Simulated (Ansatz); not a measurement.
`[SiH3][O+]([SiH3])[InH3-]`, relaxed with RKS PBE0-D4/def2-TZVP in the Gaussian-basis code of Ansatz from a PBE-D4/def2-SVP geometry. The force threshold is 0.005 eV/Å; the program also tests the step.

Total charge 0; spin multiplicity 1. In takes the def2 core potential.

Start:

```xyz
13

Si   -1.623    0.684   -0.505
O    -0.048    0.292    0.043
Si    0.851    0.825    1.399
In    0.895   -1.721   -1.038
H    -2.619   -0.263    0.093
H    -1.917    2.090   -0.064
H    -1.606    0.582   -1.998
H     0.672   -0.135    2.535
H     0.321    2.180    1.780
H     2.285    0.913    0.981
H    -0.701   -2.408   -1.269
H     1.796   -2.119    0.412
H     1.695   -0.920   -2.368
```

```csv
step,energy (eV),largest force (eV/Å),largest move (Å)
1,-23116.2400,0.718,0.000
2,-23116.2968,0.559,0.042
3,-23116.3142,0.120,0.020
4,-23116.3160,0.031,0.032
5,-23116.3163,0.007,0.014
6,-23116.3163,0.002,0.008
7,-23116.3163,0.003,0.013
8,-23116.3163,0.003,0.006
```

End:

```xyz
13

Si   -1.602    0.674   -0.478
O    -0.078    0.281    0.080
Si    0.828    0.821    1.374
In    0.897   -1.712   -1.041
H    -2.598   -0.239    0.127
H    -1.885    2.075   -0.077
H    -1.581    0.539   -1.951
H     0.659   -0.108    2.514
H     0.329    2.171    1.738
H     2.240    0.880    0.939
H    -0.677   -2.381   -1.310
H     1.763   -2.128    0.400
H     1.707   -0.873   -2.314
```

Run time 2.9 min (4 threads of an Intel Xeon on a shared host); peak host memory 0.67 GiB.
